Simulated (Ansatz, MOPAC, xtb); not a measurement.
Diatomic ZnN, multiplicity 4 (lowest of 2S+1 = 2, 4 at CCSD(T)/def2-TZVPP on PBE0 minima; our sources give no spin for the ground state, which may be another). No spin–orbit coupling. Zn is treated without relativity.

The constants come from a fifth-degree fit in 1/R (seven points, main isotopes). Runs in def2 and cc sets follow the lowest solution found near the PBE0 minimum.

Correlated levels freeze the inner cores; with def2 sets outer-core shells near the valence are correlated too. CBS: X⁻³ extrapolation of the correlation energy, Hartree–Fock from the larger set. The state that AM1 reach isn't checked.

Run with Ansatz (a first-principles code); MOPAC for AM1 (differences of heats of formation); xtb for the GFN methods.  The GFN methods have no spin term and hold the electronic entropy of 300 K.

| level | r_e (Å) | ω_e (cm⁻¹) | ω_e x_e (cm⁻¹) | dipole (D) |
|---|---|---|---|---|
| AM1 | 2.027 | 431 | 8.9 | - |
| GFN2-xTB | 2.044 | 331 | 0.30 | - |
| BHLYP/def2-TZVPP | 2.093 | 278 | 16 | 1.35 |
| CAM-B3LYP/def2-TZVPP | 2.036 | 350 | 10 | 1.42 |
| B2PLYP/def2-TZVPP | 2.054 | 331 | 13 | - |
| CCSD/def2-TZVPP | 2.108 | 241 | 28 | - |
| CCSD/def2-QZVPP | 2.062 | … | 18 | - |
| CCSD(T)/CBS(def2-TZVPP, def2-QZVPP) | … | … | 13 | - |

### Question
Complete the blanks.

### Answer

- CCSD(T)/CBS(def2-TZVPP, def2-QZVPP), r_e (Å): 2.046
- CCSD(T)/CBS(def2-TZVPP, def2-QZVPP), ω_e (cm⁻¹): 311
- CCSD/def2-QZVPP, ω_e (cm⁻¹): 291
